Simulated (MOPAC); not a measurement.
Job for MOPAC: AM1 on C3H8O2 (SMILES OCCCO).

```
AM1 1SCF PRECISE CHARGE=0 THREADS=1
C3H8O2

O     -1.92616512 1     0.43372257 1     0.14739213 1
C     -1.10532091 1    -0.62469401 1    -0.33186055 1
C      0.22654503 1    -0.72528989 1     0.40958961 1
C      0.98499428 1     0.59560551 1     0.45667253 1
O      1.07988639 1     1.23602162 1    -0.81699051 1
H     -1.57650654 1     1.25899888 1    -0.20655435 1
H     -0.92628161 1    -0.50919887 1    -1.40527002 1
H     -1.67706618 1    -1.54282859 1    -0.19036095 1
H      0.83725518 1    -1.49566013 1    -0.07620386 1
H      0.05583726 1    -1.05601726 1     1.43836195 1
H      1.97895695 1     0.44811521 1     0.89284121 1
H      0.45402317 1     1.30485507 1     1.09156315 1
H      1.59384211 1     0.67636990 1    -1.40918037 1
```

It printed:

```
*******************************************************************************
 **                                                                           **
 **                              MOPAC v23.2.5                                **
 **                                                                           **
 *******************************************************************************
 ** MOPAC's Digital Object Identifier: https://doi.org/10.5281/zenodo.6511958 **
 **                                                                           **
 ** Please cite the open-source release paper for use of this MOPAC version:  **
 ** J. E. Moussa and J. J. P. Stewart (2026)                                  **
 ** MOPAC: An open-source semiempirical molecular orbital program             **
 ** J. Open Source Softw., 11(119), 8025, https://doi.org/10.21105/joss.08025 **
 *******************************************************************************

                              AM1 CALCULATION RESULTS

 *******************************************************************************
 *  AM1        - The AM1 Hamiltonian to be used
 *
 *
 *
 *                 CHARGE ON SYSTEM = 0
 *
 *
 *
 *  PRECISE    - TIGHTER CRITERIA TO BE USED
 *  1SCF       - DO 1 SCF AND THEN STOP
 *  THREADS=1  - MULTI-THREADING NOT USED
 *  T=         - A TIME OF 172800.0 SECONDS REQUESTED
 *  DUMP=N     - RESTART FILE WRITTEN EVERY 7200.0 SECONDS REQUESTED
 *******************************************************************************
AM1 1SCF PRECISE CHARGE=0 THREADS=1
 C3H8O2

   ATOM   CHEMICAL          X               Y               Z
  NUMBER   SYMBOL      (ANGSTROMS)     (ANGSTROMS)     (ANGSTROMS)

     1       O         -1.92616512  *   0.43372257  *   0.14739213  *
     2       C         -1.10532091  *  -0.62469401  *  -0.33186055  *
     3       C          0.22654503  *  -0.72528989  *   0.40958961  *
     4       C          0.98499428  *   0.59560551  *   0.45667253  *
     5       O          1.07988639  *   1.23602162  *  -0.81699051  *
     6       H         -1.57650654  *   1.25899888  *  -0.20655435  *
     7       H         -0.92628161  *  -0.50919887  *  -1.40527002  *
     8       H         -1.67706618  *  -1.54282859  *  -0.19036095  *
     9       H          0.83725518  *  -1.49566013  *  -0.07620386  *
    10       H          0.05583726  *  -1.05601726  *   1.43836195  *
    11       H          1.97895695  *   0.44811521  *   0.89284121  *
    12       H          0.45402317  *   1.30485507  *   1.09156315  *
    13       H          1.59384211  *   0.67636990  *  -1.40918037  *



          CARTESIAN COORDINATES

    NO.       ATOM           X           Y           Z

     1         O         -1.9262      0.4337      0.1474
     2         C         -1.1053     -0.6247     -0.3319
     3         C          0.2265     -0.7253      0.4096
     4         C          0.9850      0.5956      0.4567
     5         O          1.0799      1.2360     -0.8170
     6         H         -1.5765      1.2590     -0.2066
     7         H         -0.9263     -0.5092     -1.4053
     8         H         -1.6771     -1.5428     -0.1904
     9         H          0.8373     -1.4957     -0.0762
    10         H          0.0558     -1.0560      1.4384
    11         H          1.9790      0.4481      0.8928
    12         H          0.4540      1.3049      1.0916
    13         H          1.5938      0.6764     -1.4092

  H: (AM1): M.J.S. DEWAR ET AL, J. AM. CHEM. SOC. 107 3902-3909 (1985)
  C: (AM1): M.J.S. DEWAR ET AL, J. AM. CHEM. SOC. 107 3902-3909 (1985)
  O: (AM1): M.J.S. DEWAR ET AL, J. AM. CHEM. SOC. 107 3902-3909 (1985)

           Empirical Formula: C3 H8 O2  =    13 atoms



      MOLECULAR POINT GROUP   :   C1


      RHF CALCULATION, NO. OF DOUBLY OCCUPIED LEVELS = 16


 -------------------------------------------------------------------------------
 AM1 1SCF PRECISE CHARGE=0 THREADS=1
 C3H8O2



     1SCF WAS SPECIFIED, SO BFGS WAS NOT USED
     SCF FIELD WAS ACHIEVED


                              AM1 CALCULATION
                                                       MOPAC v23.2.5 Linux




          FINAL HEAT OF FORMATION =       -114.47317 KCAL/MOL =    -478.95575 KJ/MOL


          COSMO AREA              =        114.45 SQUARE ANGSTROMS
          COSMO VOLUME            =        101.99 CUBIC ANGSTROMS

          IONIZATION POTENTIAL    =         10.983433 EV
          HOMO LUMO ENERGIES (EV) =        -10.983  3.359
          NO. OF FILLED LEVELS    =         16
          MOLECULAR WEIGHT        =         76.0950         POINT GROUP:  C1

          MOLECULAR DIMENSIONS (Angstroms)

            Atom       Atom       Distance
            H    11    H     8     4.30159
            H     9    H     6     3.57439
            H    10    H    13     3.32049


          SCF CALCULATIONS        =          1





   ATOM   CHEMICAL          X               Y               Z
  NUMBER   SYMBOL      (ANGSTROMS)     (ANGSTROMS)     (ANGSTROMS)

     1       O         -1.92616512  *   0.43372257  *   0.14739213  *
     2       C         -1.10532091  *  -0.62469401  *  -0.33186055  *
     3       C          0.22654503  *  -0.72528989  *   0.40958961  *
     4       C          0.98499428  *   0.59560551  *   0.45667253  *
     5       O          1.07988639  *   1.23602162  *  -0.81699051  *
     6       H         -1.57650654  *   1.25899888  *  -0.20655435  *
     7       H         -0.92628161  *  -0.50919887  *  -1.40527002  *
     8       H         -1.67706618  *  -1.54282859  *  -0.19036095  *
     9       H          0.83725518  *  -1.49566013  *  -0.07620386  *
    10       H          0.05583726  *  -1.05601726  *   1.43836195  *
    11       H          1.97895695  *   0.44811521  *   0.89284121  *
    12       H          0.45402317  *   1.30485507  *   1.09156315  *
    13       H          1.59384211  *   0.67636990  *  -1.40918037  *

                             CARTESIAN COORDINATES

   1    O       -1.926165120     0.433722570     0.147392130
   2    C       -1.105320910    -0.624694010    -0.331860550
   3    C        0.226545030    -0.725289890     0.409589610
   4    C        0.984994280     0.595605510     0.456672530
   5    O        1.079886390     1.236021620    -0.816990510
   6    H       -1.576506540     1.258998880    -0.206554350
   7    H       -0.926281610    -0.509198870    -1.405270020
   8    H       -1.677066180    -1.542828590    -0.190360950
   9    H        0.837255180    -1.495660130    -0.076203860
  10    H        0.055837260    -1.056017260     1.438361950
  11    H        1.978956950     0.448115210     0.892841210
  12    H        0.454023170     1.304855070     1.091563150
  13    H        1.593842110     0.676369900    -1.409180370


           Empirical Formula: C3 H8 O2  =    13 atoms



      MOLECULAR POINT GROUP   :   C1


                  EIGENVALUES
 -39.16017 -37.22844 -32.49770 -26.98731 -22.46127 -18.50869 -17.89980 -16.52840
 -16.12208 -14.91344 -14.48763 -13.41399 -12.30920 -12.08900 -11.43375 -10.98343
   3.35920   3.49013   3.65452   3.77870   4.08788   4.24144   4.44651   4.63780
   4.81938   4.90746   6.10396   6.41331


              NET ATOMIC CHARGES AND DIPOLE CONTRIBUTIONS

  ATOM NO.   TYPE          CHARGE      No. of ELECS.   s-Pop       p-Pop
    1          O          -0.329341        6.3293     1.87140     4.45794
    2          C          -0.006455        4.0065     1.21855     2.78791
    3          C          -0.229968        4.2300     1.22735     3.00262
    4          C          -0.022395        4.0224     1.22186     2.80053
    5          O          -0.336456        6.3365     1.87211     4.46435
    6          H           0.208308        0.7917     0.79169
    7          H           0.063382        0.9366     0.93662
    8          H           0.097830        0.9022     0.90217
    9          H           0.082030        0.9180     0.91797
   10          H           0.099485        0.9005     0.90051
   11          H           0.067461        0.9325     0.93254
   12          H           0.107337        0.8927     0.89266
   13          H           0.198782        0.8012     0.80122
 DIPOLE           X         Y         Z       TOTAL
 POINT-CHG.     1.086    -1.178     0.036     1.602
 HYBRID         0.787    -0.232    -0.427     0.925
 SUM            1.873    -1.409    -0.391     2.376


          ATOMIC ORBITAL ELECTRON POPULATIONS

     Atom    s        px        py        pz
    1  O   1.87140   1.52716   1.18091   1.74987
    2  C   1.21855   0.90214   0.92286   0.96292
    3  C   1.22735   0.98470   0.98310   1.03482
    4  C   1.22186   0.99419   0.94285   0.86349
    5  O   1.87211   1.76788   1.46302   1.23345
    6  H   0.79169
    7  H   0.93662
    8  H   0.90217
    9  H   0.91797
   10  H   0.90051
   11  H   0.93254
   12  H   0.89266
   13  H   0.80122

 **********************
 *                    *
 * JOB ENDED NORMALLY *
 *                    *
 **********************




 == MOPAC DONE ==
```

The run finished.

Cost: very roughly 0.03 core-seconds.
